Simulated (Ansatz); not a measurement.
H2IIn (SMILES [InH2][I]) moved off its minimum; all values from Ansatz (a first-principles code), cores frozen in correlated methods. Elements past Kr take the def2 small-core potentials, without spin–orbit coupling.
(charge 0, multiplicity 1)
```xyz
4

In    -0.6580    -1.0632     0.1856
H     -0.0650    -2.1297     1.2823
H     -2.1511    -1.2612    -0.8613
I      0.6770     1.1178    -0.1739
```

Question: Give the forces (eV/Å), the total energy and the dipole at CCSD(T)/def2-TZVPPD.

Answer: 
| atom | Fx | Fy | Fz |
|---|---|---|---|
| In1 | -1.904 | -0.302 | -1.326 |
| H2 | 0.500 | -0.957 | 0.990 |
| H3 | 0.726 | 0.111 | 0.527 |
| I4 | 0.678 | 1.148 | -0.191 |
Energy -487.3177 hartree, dipole 1.59 D.
